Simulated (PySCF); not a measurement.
## How methods differ on the ionisation energy of Hg²⁺

Hg²⁺ [Xe] 4f14 5d10 (1S) → Hg³⁺ [Xe] 4f14 5d9 (2D), as a difference of total energies. Computed with PySCF 2.14 in x2c-TZVPPall, with the spin-free X2C one-electron Hamiltonian (Gaussian nucleus). The calculations carry no spin-orbit coupling.

```tsv
method	ionisation energy (eV)
UHF	33.528
HSE06	35.134
revPBE	35.161
wB97M-V	35.038
```

The reference lies between the lowest fine-structure levels, while these numbers refer to the centres of the terms.

For comparison: 34.49 ± 0.05 eV (measured; NIST Atomic Spectra Database, ionization energies).
